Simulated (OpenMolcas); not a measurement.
## Pd3+: ligand-field states by method

Pd3+ with its 8 nearest fluoride ions at 2.258 Å, on the Ca site of CaF2 (a = 5.46294 Å, distance in the model lattice 2.366 Å). The rest of the host is ab initio model potentials to 7.6 Å and point charges beyond; the distance is set by hand and nothing relaxes, and no local charge compensation is placed. Ligand basis ANO-RCC-VDZP.
```
Pd    0.0000    0.0000    0.0000
F     1.3037    1.3037    1.3037
F     1.3037    1.3037   -1.3037
F     1.3037   -1.3037    1.3037
F     1.3037   -1.3037   -1.3037
F    -1.3037    1.3037    1.3037
F    -1.3037    1.3037   -1.3037
F    -1.3037   -1.3037    1.3037
F    -1.3037   -1.3037   -1.3037
```

- Program: OpenMolcas 26.06
- Basis: ANO-RCC-VTZP [7s6p4d2f1g]
- Scalar Hamiltonian: DKH2, point nucleus
- Active space: 7 electrons in 5 orbitals (4d)
- State averaging: 2S+1 = 4 even, 10 roots; 2S+1 = 2 even, 40 roots
- Spin-orbit coupling: state interaction with AMFI integrals over the reference wave functions

I. CASSCF
II. SS-CASPT2, IPEA 0.25 Eh, imaginary shift 0.1 Eh (closed shells correlated: 4s 4p and the ligand valence shells)
III. SS-CASPT2, IPEA 0 Eh, imaginary shift 0.1 Eh (closed shells correlated: 4s 4p and the ligand valence shells)

Spin-free states (labels of O, the rotations of Oh) in cm-1, each column counted from its own energy of the first state listed:

```json
{"State": "4A2", "Degeneracy": "1", "I": "0", "II": "0", "III": "0"}
{"State": "4T2", "Degeneracy": "3", "I": "9110", "II": "11880", "III": "10570"}
{"State": "4T1", "Degeneracy": "3", "I": "14983", "II": "19870", "III": "19630"}
{"State": "2T1", "Degeneracy": "3", "I": "16458", "II": "8540", "III": "7940"}
{"State": "2E", "Degeneracy": "2", "I": "16647", "II": "7140", "III": "5910"}
{"State": "2T2", "Degeneracy": "3", "I": "22075", "II": "12680", "III": "10520"}
{"State": "2A1", "Degeneracy": "1", "I": "22221", "II": "18250", "III": "14390"}
{"State": "4T1", "Degeneracy": "3", "I": "25342", "II": "28020", "III": "27810"}
{"State": "2T2", "Degeneracy": "3", "I": "25560", "II": "21280", "III": "18690"}
{"State": "2T1", "Degeneracy": "3", "I": "26374", "II": "20440", "III": "17410"}
{"State": "2E", "Degeneracy": "2", "I": "27260", "II": "22430", "III": "20810"}
{"State": "2T1", "Degeneracy": "3", "I": "30779", "II": "26750", "III": "24110"}
{"State": "2T1", "Degeneracy": "3", "I": "35125", "II": "36340", "III": "35600"}
{"State": "2T2", "Degeneracy": "3", "I": "36077", "II": "34560", "III": "32650"}
{"State": "2A2", "Degeneracy": "1", "I": "38800", "II": "31040", "III": "28090"}
{"State": "2T2", "Degeneracy": "3", "I": "40836", "II": "33070", "III": "29100"}
{"State": "2E", "Degeneracy": "2", "I": "42143", "II": "43350", "III": "42900"}
{"State": "2T1", "Degeneracy": "3", "I": "45117", "II": "41840", "III": "39890"}
{"State": "2E", "Degeneracy": "2", "I": "60295", "II": "51070", "III": "48280"}
{"State": "2T2", "Degeneracy": "3", "I": "63451", "II": "56740", "III": "55800"}
```

From I to II, I's first state of the same spin (4T2) moves from 9110 to 11880 cm-1, by about +2800 cm-1.

From I to II, I's first state of another spin (2T1) moves from 16458 to 8540 cm-1, by about -7900 cm-1. In II another state of that kind comes below it.

I: A least-squares ligand-field fit to the states below 45000 cm-1, each weighted by its degeneracy and with a free common offset, gives 10Dq = -9556 cm-1 (negative for this site), B = 829 cm-1 and C = 3535 cm-1 (C/B = 4.26), with an rms deviation of 381 cm-1. The same method and metal basis give the free ion B = 997 cm-1 (fit to its terms below 60000 cm-1, rms deviation 13 cm-1), so the nephelauxetic ratio is β = 829 / 997 = 0.83; it hangs on how both fits weigh the states, and computed free-ion B values tend to be too large, so β mixes covalency with correlation.

χT at 300 K: I 2.61, II 2.40, III 2.44 cm3 K/mol.

Roots that are degenerate in the reference are averaged as groups; the widest CASPT2 spread within a group is 2500 cm-1 (the 3-fold group of multiplicity 2 near 32700 cm-1 above the lowest state of its run, III). Shifts and gaps below about the spread of the groups concerned are not significant. Over all roots computed the reference weight is 0.64 to 0.67 in II, 0.61 to 0.67 in III; the roots of lowest weight are the least certain, and an intruder state may touch them. Ligand-to-metal charge-transfer states are missing. With no ligand orbital active B as a rule stays too high, so bands that hang on it stand too high and its fall with covalency is understated. Without dynamic correlation the repulsion within the d shell is too large (B by tens of per cent), so at a given field states of lower spin stand too high (holds for I). With metal d orbitals alone the field can be off either way by tens of per cent (holds for I). With one d shell and no ligand orbital active, 10Dq can be off by a tenth or more (holds for II; III). No measured value stands beside these numbers; the geometry was set by hand and not optimised.
